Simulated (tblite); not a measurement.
Parent: `[SiH3:1][C@@H:2]1[CH2:3][CH2:4][CH2:5][S:6][CH2:7]1` with Si1–C2–C3–C4 175°, C2–C3–C4–C5 62°, C3–C4–C5–S6 -64°, C4–C5–S6–C7 57°, C5H12SSi.

The geometries are computed with GFN2-xTB (gas phase). One conformer each, not checked by frequencies here.

```json
{"coordinate of the parent": "Si1–C2", "value": "1.912 Å"}
{"coordinate of the parent": "C2–C3", "value": "1.530 Å"}
{"coordinate of the parent": "C3–C4", "value": "1.529 Å"}
{"coordinate of the parent": "C4–C5", "value": "1.519 Å"}
{"coordinate of the parent": "C5–S6", "value": "1.819 Å"}
{"coordinate of the parent": "S6–C7", "value": "1.824 Å"}
{"coordinate of the parent": "C2–C7", "value": "1.518 Å"}
{"coordinate of the parent": "Si1–C2–C3", "value": "111.4°"}
{"coordinate of the parent": "Si1–C2–C7", "value": "110.4°"}
{"coordinate of the parent": "C3–C2–C7", "value": "110.7°"}
{"coordinate of the parent": "C2–C3–C4", "value": "112.5°"}
{"coordinate of the parent": "C3–C4–C5", "value": "111.9°"}
{"coordinate of the parent": "C4–C5–S6", "value": "111.0°"}
{"coordinate of the parent": "C5–S6–C7", "value": "96.7°"}
{"coordinate of the parent": "C2–C7–S6", "value": "112.0°"}
```

Problem. How does the shared frame change in `[CH3:1][C@:2]1([SiH3:3])[CH2:4][CH2:5][CH2:6][S:7][CH2:8]1` with C1–C2–C4–C5 -64°, C2–C4–C5–C6 -60°, C4–C5–C6–S7 63°, C5–C6–S7–C8 -58°, C6H14SSi? Atoms pair as Si1 = Si3, C2 = C2, C3 = C4, C4 = C5, C5 = C6, S6 = S7, C7 = C8 (parent first).

Solution. 
```
   parent   relative  value in the relative  change
   Si1–C2     Si3–C2                1.923 Å  +0.011
    C2–C3      C2–C4                1.536 Å  +0.006
    C3–C4      C4–C5                1.530 Å  +0.001
    C4–C5      C5–C6                1.519 Å   0.000
    C5–S6      C6–S7                1.818 Å  -0.001
    S6–C7      S7–C8                1.824 Å   0.000
    C2–C7      C2–C8                1.523 Å  +0.005
Si1–C2–C3  Si3–C2–C4                 108.6°    -2.8
Si1–C2–C7  Si3–C2–C8                 108.3°    -2.1
 C3–C2–C7   C4–C2–C8                 109.9°    -0.8
 C2–C3–C4   C2–C4–C5                 114.8°    +2.3
 C3–C4–C5   C4–C5–C6                 112.1°    +0.2
 C4–C5–S6   C5–C6–S7                 110.7°    -0.3
 C5–S6–C7   C6–S7–C8                  96.4°    -0.3
 C2–C7–S6   C2–C8–S7                 113.4°    +1.4
```

Of the parent's bonds, Si1–C2 changes most (+0.011 Å). Bonds of the relative outside the shared frame: C1–C2 1.529 Å. Point group C1 → C1.

Problem. How does the shared frame change in `[F:1][C@:2]1([SiH3:3])[CH2:4][CH2:5][CH2:6][S:7][CH2:8]1` with F1–C2–C4–C5 -62°, C2–C4–C5–C6 -63°, C4–C5–C6–S7 66°, C5–C6–S7–C8 -57°, C5H11FSSi? Atoms pair as Si1 = Si3, C2 = C2, C3 = C4, C4 = C5, C5 = C6, S6 = S7, C7 = C8 (parent first).

Solution. 
```csv
parent,relative,value in the relative,change
Si1–C2,Si3–C2,1.933 Å,+0.021
C2–C3,C2–C4,1.528 Å,-0.002
C3–C4,C4–C5,1.529 Å,0.000
C4–C5,C5–C6,1.519 Å,0.000
C5–S6,C6–S7,1.819 Å,0.000
S6–C7,S7–C8,1.825 Å,+0.001
C2–C7,C2–C8,1.518 Å,0.000
Si1–C2–C3,Si3–C2–C4,112.2°,+0.8
Si1–C2–C7,Si3–C2–C8,111.0°,+0.6
C3–C2–C7,C4–C2–C8,112.4°,+1.7
C2–C3–C4,C2–C4–C5,113.2°,+0.7
C3–C4–C5,C4–C5–C6,111.7°,-0.2
C4–C5–S6,C5–C6–S7,110.5°,-0.5
C5–S6–C7,C6–S7–C8,97.3°,+0.6
C2–C7–S6,C2–C8–S7,114.5°,+2.5
```

Of the parent's bonds, Si1–C2 changes most (+0.021 Å). Bonds of the relative outside the shared frame: F1–C2 1.403 Å. Point group C1 → C1.
